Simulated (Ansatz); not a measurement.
Reactions of C3H6FNSi (`CC1C=N[SiH]1F`).

Isolated molecules relaxed with PBE0-D4/def2-TZVP in Ansatz; ΔE leaves out vibrations. CCSD(T)/CBS is the MP2 limit (def2-TZVPP, def2-QZVPP) plus CCSD(T) − MP2 in def2-TZVPP, frozen cores. This one scheme is used for every species, atoms too. For atomizations the MP2-based limit and the directly extrapolated one differ by several kJ/mol either way, and by 10 to 25 for some Ge, Se and Sn compounds, so smaller differences from it don't rank the levels. Double bonds are as drawn, so ΔE can hold a change between cis and trans. DFT in def2-TZVPP. Open shells (•) are unrestricted, without spin–orbit coupling. Spin–orbit coupling would lower the free atoms: a little for C, F, Si. One conformer a species, not always the lowest.

| reaction | B2PLYP (kJ/mol) | MP2/CBS(def2) (kJ/mol) | CCSD(T)/CBS(def2) (kJ/mol) |
| --- | --- | --- | --- |
| `C[C@@H]1C=N[Si@H]1F` → `C#CN(C)[SiH2]F` | 92 | 99 | 103 |
| `C[C@@H]1C=N[Si@H]1F` → `C=N/C([SiH3])=C\F` | 296 | 331 | 309 |
| `C[C@@H]1C=N[Si@H]1F` → `C[Si](C)(F)C#N` | -151 | -147 | -143 |
| `C[C@@H]1C=N[Si@H]1F` → `C=N/C(F)=C/[SiH3]` | 259 | 298 | 275 |
| `C[C@@H]1C=N[Si@H]1F` → `CC[Si]1(F)C=N1` | 55 | 58 | 57 |
| `C[C@@H]1C=N[Si@H]1F` → 3 C• + F• + 6 H• + N• + Si• | 4852 | 5008 | 4898 |

Largest T1 diagnostic: 0.014, for `C=N/C(F)=C/[SiH3]`.
